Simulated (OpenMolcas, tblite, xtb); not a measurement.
## SnH3Br (SMILES [Br][SnH3]): methods side by side

SnH3Br: 5 atoms, total charge 0, spin state singlet. As SMILES, `[Br][SnH3]`. Geometry: relaxed at PBE0-D4/def2-TZVP.

Quantity: the dipole moment, in D. The values are calculated.

| level | kind | program | value (D) | CPU time |
| --- | --- | --- | --- | --- |
| GFN1-xTB | semi-empirical | tblite | 2.77 | under 2 s |
| GFN2-xTB | semi-empirical | xtb | 4.48 | under 2 s |
| IPEA1-xTB | semi-empirical | tblite | 2.94 | under 2 s |
| GFN0-xTB | semi-empirical | xtb | 0.88 | under 2 s |
| HF/STO-3G | Hartree–Fock | OpenMolcas | 2.88 | 3.3 s |
| HF/3-21G | Hartree–Fock | OpenMolcas | 3.23 | 3.7 s |
| HF/def2-SVP (core potential) | Hartree–Fock | OpenMolcas | 2.67 | 6.7 s |
| HF/def2-SVPD (core potential) | Hartree–Fock | OpenMolcas | 2.63 | 14 s |
| PBE0/def2-SVP (core potential) | global hybrid | OpenMolcas | 2.38 | 19 s |
| B3LYP/def2-TZVP (core potential) | global hybrid | OpenMolcas | 2.31 | 47 s |

All-electron rows without a relativistic Hamiltonian named are non-relativistic, while core potentials hold scalar relativity, so basis and relativity change together. The values span 0.88 to 4.48 D. Magnitudes only: a small dipole may point the other way at some levels. Sets without polarisation functions give poor dipoles. Without the sets that lack polarisation functions the rows with a basis span only 2.31 to 2.67 D. CPU times are rough (shared hosts, several kinds of processor): they show what a rung costs within a factor of a few.
